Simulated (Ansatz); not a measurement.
Geometry optimisation, Ansatz 0.2.0, RKS PBE-D4/STO-3G.

input.yaml

```yaml
crystal:
  periodic: [false, false, false]
  atoms:
    - { symbol: F, position_ang: [1.6913, 0.3357, 0.9779] }
    - { symbol: C, position_ang: [1.413, 0.4797, -0.3697] }
    - { symbol: S, position_ang: [0.3799, -0.8975, -0.9407] }
    - { symbol: Si, position_ang: [-1.2618, -0.6491, 0.2684] }
    - { symbol: Cl, position_ang: [-2.2294, 1.109, -0.2292] }
    - { symbol: H, position_ang: [2.3847, 0.4778, -0.8772] }
    - { symbol: H, position_ang: [0.9641, 1.4467, -0.5672] }
    - { symbol: H, position_ang: [-2.2612, -1.7299, -0.0362] }
    - { symbol: H, position_ang: [-0.9922, -0.6185, 1.7567] }
basis:
  gaussian: { orbitals: STO-3G }
hamiltonian:
  xc: pbe
  dispersion: d4
relax:
  f_tol: 0.02
  max_steps: 50
```

Launched with:

```bash
$ ansatz run input.yaml --threads 1 --pin off --max-ram 2048MiB --backend cpu --events-out ev --progress --plain --runs-dir out
```

**Question.** Where does it end, and by what steps?

**Answer.** It converged. Limits of this set-up: minimal basis. After 6 steps the energy has fallen by 0.362 eV; H7 moved furthest, 0.18 Å.

| step | energy less start (eV) | largest force component (eV/Å) | accepted |
| --- | --- | --- | --- |
| 0 | 0.0000 | 1.920 | yes |
| 1 | -0.2942 | 0.772 | yes |
| 2 | -0.3480 | 0.296 | yes |
| 3 | -0.3599 | 0.115 | yes |
| 4 | -0.3616 | 0.072 | yes |
| 5 | -0.3624 | 0.029 | yes |
| 6 | -0.3624 | 0.016 | yes |

```xyz
9
Properties=species:S:1:pos:R:3
F 1.842 0.307 1.032
C 1.440 0.458 -0.306
S 0.427 -0.973 -0.957
Si -1.296 -0.658 0.237
Cl -2.273 1.167 -0.270
H 2.335 0.516 -0.986
H 0.853 1.412 -0.429
H -2.239 -1.744 -0.001
H -0.999 -0.532 1.662
```

Time of the run: 11 s on 1 thread of Intel(R) Xeon(R) 6975P-C (Granite Rapids), with other jobs on the host, peak memory 0.19 GiB.
